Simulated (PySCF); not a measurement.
Start geometry of `CCCCN1CCCC1` (1-butylpyrrolidine) from GFN2-xTB (Å):
```
atom  x, y, z in Å
C1     4.003    0.265    0.217
C2     2.803   -0.187   -0.606
C3     1.492    0.040    0.143
C4     0.282   -0.373   -0.691
N5    -0.937   -0.364    0.086
C6    -1.395    0.953    0.492
C7    -2.856    0.748    0.916
C8    -3.251   -0.606    0.302
C9    -2.070   -0.958   -0.599
H10    3.929    1.326    0.446
H11    4.929    0.096   -0.327
H12    4.048   -0.284    1.155
H13    2.780    0.364   -1.549
H14    2.905   -1.248   -0.846
H15    1.412    1.095    0.410
H16    1.490   -0.541    1.067
H17    0.203    0.285   -1.579
H18    0.430   -1.397   -1.048
H19   -0.778    1.329    1.309
H20   -1.336    1.670   -0.347
H21   -2.946    0.722    2.000
H22   -3.484    1.558    0.545
H23   -4.185   -0.554   -0.255
H24   -3.357   -1.359    1.081
H25   -1.922   -2.034   -0.704
H26   -2.209   -0.524   -1.606
```

Problem. What comes out of this run: PySCF 2.14.0, PBE0-D3(BJ)/def2-SVP geometry optimisation, gas phase?

Solution. 
```
atom  x, y, z in Å
C1     4.210    0.461    0.268
C2     3.010    0.013   -0.549
C3     1.683    0.210    0.170
C4     0.485   -0.214   -0.664
N5    -0.762   -0.159    0.052
C6    -1.208    1.162    0.447
C7    -2.670    0.962    0.873
C8    -3.073   -0.390    0.248
C9    -1.887   -0.744   -0.643
H10    4.149    1.533    0.514
H11    5.155    0.297   -0.272
H12    4.272   -0.090    1.221
H13    2.989    0.562   -1.508
H14    3.121   -1.052   -0.819
H15    1.584    1.272    0.458
H16    1.672   -0.365    1.112
H17    0.446    0.404   -1.595
H18    0.636   -1.255   -0.997
H19   -0.581    1.576    1.251
H20   -1.151    1.875   -0.410
H21   -2.765    0.933    1.968
H22   -3.299    1.791    0.518
H23   -4.018   -0.343   -0.312
H24   -3.191   -1.153    1.031
H25   -1.747   -1.829   -0.779
H26   -2.019   -0.300   -1.659
```

The energy falls by 6.0 kJ/mol over 4 energy and gradient evaluations, the largest force component goes from 0.0184 to 1.2e-04 Eh/bohr, and the atoms move by 0.038 Å rms after alignment. Among the bonds, C1–H10, C1–H11, C1–H12, C3–H15 and C3–H16 change most and about equally (+0.013 to +0.014 Å). Bonds longer at the end by more than 0.005 Å: 17 of 26; shorter: 2. Rotational constants go from 4856, 643.8, 596.0 to 4840, 639.8, 592.2 MHz. The orientation of the end geometry is arbitrary; only internal coordinates are fixed.

The run used 211 basis functions and 28 SCF cycles in all.

Not checked by PBE0-D3(BJ)/def2-SVP frequencies. The numbers are those of one conformer.
